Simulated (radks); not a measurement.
Initial-state core-level shifts of the argon ion Ar2+ when its valence configuration changes from [Ne] 3s2 3p4. All-electron calculation, scalar-relativistic Kohn-Sham, PBE, spin-polarised, spherical densities, point nucleus; open shells are filled with parallel spins first. Program: a radial shooting solver on a logarithmic mesh with Libxc functionals. Shifts are changes of the shell-averaged eigenvalues in eV (positive: less bound).

| valence | 1s | 2s | 2p |
|---|---|---|---|
| 3s1.5 3p4.5 | -0.570 | -0.587 | -0.574 |
| 3s1 3p5 | -1.137 | -1.171 | -1.145 |
| 3s0.5 3p5.5 | -1.800 | -1.840 | -1.801 |
| 3p6 | -2.371 | -2.429 | -2.376 |
